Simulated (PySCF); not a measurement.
H6OSi2, charge -1, doublet, geometry from GFN2-xTB (a state made from the parent by changing its charge; the spin is typed, not shown lowest) (in this run its highest filled SCF level lies above zero, so its values depend strongly on the basis, on diffuse functions most of all); MP2/pcseg-1 in PySCF.

The PySCF input:
```python
from pyscf import gto, scf, mp

mol = gto.Mole()
mol.atom = '''
    Si    1.738944   -0.332946    0.096580
    O    -0.075498    0.025167   -0.011405
    Si   -1.618055    0.305746   -0.087132
    H     1.780350   -0.830226   -1.289478
    H     2.056657    1.077496    0.379428
    H     1.544811   -1.278606    1.209485
    H    -2.364984   -0.455585    0.947663
    H    -2.181036   -0.078457   -1.407411
    H    -1.924252    1.744843    0.119277
'''
mol.basis = 'pcseg-1'
mol.charge = -1
mol.spin = 1
mol.verbose = 4
mol.build()

mf = scf.UHF(mol)
mf.kernel()

pt = mp.MP2(mf, frozen=11)
pt.kernel()
print('E(MP2) = %.10f' % pt.e_tot)
```

Problem. What does PySCF print? Leave out banner, timings and long lists.

Solution. 
```
PySCF version 2.14.0

[INPUT] verbose = 4
[INPUT] num. atoms = 9
[INPUT] num. electrons = 43
[INPUT] charge = -1
[INPUT] spin (= nelec alpha-beta = 2S) = 1
[INPUT] symmetry False subgroup None
[INPUT] Mole.unit = angstrom
[INPUT] Symbol           X                Y                Z      unit          X                Y                Z       unit  Magmom
[INPUT]  1 Si     1.738944000000  -0.332946000000   0.096580000000 AA    3.286127905956  -0.629176754269   0.182509749110 Bohr   0.0
[INPUT]  2 O     -0.075498000000   0.025167000000  -0.011405000000 AA   -0.142670542952   0.047558737377  -0.021552326451 Bohr   0.0
[INPUT]  3 Si    -1.618055000000   0.305746000000  -0.087132000000 AA   -3.057680804483   0.577776203681  -0.164655616686 Bohr   0.0
[INPUT]  4 H      1.780350000000  -0.830226000000  -1.289478000000 AA    3.364373905869  -1.568899761493  -2.436760263652 Bohr   0.0
[INPUT]  5 H      2.056657000000   1.077496000000   0.379428000000 AA    3.886518462170   2.036172340314   0.717015003991 Bohr   0.0
[INPUT]  6 H      1.544811000000  -1.278606000000   1.209485000000 AA    2.919269704215  -2.416215161226   2.285595401770 Bohr   0.0
[INPUT]  7 H     -2.364984000000  -0.455585000000   0.947663000000 AA   -4.469172048978  -0.860930876460   1.790823528384 Bohr   0.0
[INPUT]  8 H     -2.181036000000  -0.078457000000  -1.407411000000 AA   -4.121560707817  -0.148262242555  -2.659621334700 Bohr   0.0
[INPUT]  9 H     -1.924252000000   1.744843000000   0.119277000000 AA   -3.636309274647   3.297275400364   0.225400862960 Bohr   0.0

nuclear repulsion = 153.917913957042
number of shells = 21
number of NR pGTOs = 155
number of NR cGTOs = 80
basis = pcseg-1
ecp = {}

******** <class 'pyscf.scf.uhf.UHF'> ********
method = UHF
initial guess = minao
damping factor = 0
level_shift factor = 0
DIIS = <class 'pyscf.scf.diis.CDIIS'>
diis_start_cycle = 1
diis_space = 8
diis_damp = 0
SCF conv_tol = 1e-09
SCF conv_tol_grad = None
SCF max_cycles = 50
direct_scf = True
direct_scf_tol = 1e-13
number electrons alpha = 22  beta = 21
Set gradient conv threshold to 3.16228e-05
init E= -655.864420336544

cycle= 1 E= -656.035419816344  delta_E= -0.171  |g|= 0.442  |ddm|= 2.56
cycle= 2 E= -656.096352901245  delta_E= -0.0609  |g|= 0.338  |ddm|= 1.29
cycle= 3 E= -656.141899058233  delta_E= -0.0455  |g|= 0.0395  |ddm|= 0.373
cycle= 4 E= -656.145032197474  delta_E= -0.00313  |g|= 0.0104  |ddm|= 0.298
cycle= 5 E= -656.145414836116  delta_E= -0.000383  |g|= 0.00351  |ddm|= 0.127
cycle= 6 E= -656.145454862334  delta_E= -4e-05  |g|= 0.00106  |ddm|= 0.0476
cycle= 7 E= -656.145456991127  delta_E= -2.13e-06  |g|= 0.000432  |ddm|= 0.00948
cycle= 8 E= -656.145457380721  delta_E= -3.9e-07  |g|= 0.00016  |ddm|= 0.00431
cycle= 9 E= -656.145457455995  delta_E= -7.53e-08  |g|= 4.94e-05  |ddm|= 0.00204
cycle= 10 E= -656.145457464786  delta_E= -8.79e-09  |g|= 1.85e-05  |ddm|= 0.000751
cycle= 11 E= -656.145457466059  delta_E= -1.27e-09  |g|= 5.43e-06  |ddm|= 0.000406
cycle= 12 E= -656.145457466148  delta_E= -8.92e-11  |g|= 1.76e-06  |ddm|= 0.000116
Extra cycle  E= -656.145457466149  delta_E= -7.96e-13  |g|= 1.15e-06  |ddm|= 9.82e-06
converged SCF energy = -656.145457466149  <S^2> = 0.75224957  2S+1 = 2.0022483

******** <class 'pyscf.mp.ump2.UMP2'> ********
nocc = (np.int64(11), np.int64(10)), nmo = (69, 69)
frozen orbitals 11
E(UMP2) = -656.533594455037  E_corr = -0.388136988888022
E(SCS-UMP2) = -656.540764446032  E_corr = -0.395306979883574
E_corr(same-spin) = -0.0812970078254456
E_corr(oppo-spin) = -0.306839981062577
E(MP2) = -656.5335944550
```
